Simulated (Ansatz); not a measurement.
```yaml
crystal:
  periodic: [false, false, false]
  atoms:
    - {symbol: B, position_ang: [-0.358055, -0.487147, -0.217143]}
    - {symbol: C, position_ang: [-0.358055, -0.537147, -0.267143]}
    - {symbol: B, position_ang: [0.962137, -0.213914, 0.535955]}
    - {symbol: O, position_ang: [2.117123, 0.148811, -0.066390]}
    - {symbol: H, position_ang: [-1.577270, 1.438692, -0.854314]}
    - {symbol: H, position_ang: [-1.869894, 0.742002, 1.060042]}
    - {symbol: H, position_ang: [-0.153893, -0.725992, -1.324537]}
    - {symbol: H, position_ang: [-0.738011, -1.443894, 0.223771]}
    - {symbol: H, position_ang: [0.995101, -0.270186, 1.731675]}
    - {symbol: H, position_ang: [2.054550, 0.191669, -1.025014]}
basis:
  gaussian: {orbitals: cc-pVTZ}
hamiltonian: {xc: {name: r2SCANh}, dispersion: d3bj}
```

```sh
$ ansatz run in.yaml --threads 2 --pin off --events-out ev --progress --plain --max-ram 4352MiB
```

Output, abridged:

```
Warning: the engine holds no damping parameters fitted to this dispersion correction and functional, so the run takes those fitted to r2scanh beside the three-body term, which d3bj leaves out (hamiltonian.dispersion, under Limitations)
Functional definition: r2SCANh
1115 factors; their error is unknown
mean field evaluation 1: about -281.1722 eV, gradient 1.9e2 eV
mean field evaluation 2: about -146.5395 eV, gradient 3.1e2 eV
mean field evaluation 4: about -304.5233 eV, gradient 9.7e1 eV
mean field evaluation 8: about -355.8091 eV, gradient 8.4e0 eV
mean field evaluation 16: about -356.4343 eV, gradient 3.5e-1 eV
mean field evaluation 32: about -355.8953 eV, gradient 2.9e0 eV
a density is far from that of the atoms, so the factors are made again for it
1329 factors; integrals over basis functions are off by at most 1.7e-3 eV
mean field -356.43434837 eV, -13.0987207028 hartree, gradient 2.4e-5 eV, S^2 0.000000; 0 other end points of the search recorded, 0 dependent functions left out
reference -356.43436028 eV, -13.0987211404 hartree; 15, 15 occupied and 189, 189 virtual orbitals, 1329 factors
Total energy: -356.48366347 eV, -13.1005329993 hartree
```

(1) What is wrong with this run?

## Answers

(1) One atom was put on top of another. The run converged. The result belongs to that input, not to the molecule as meant.
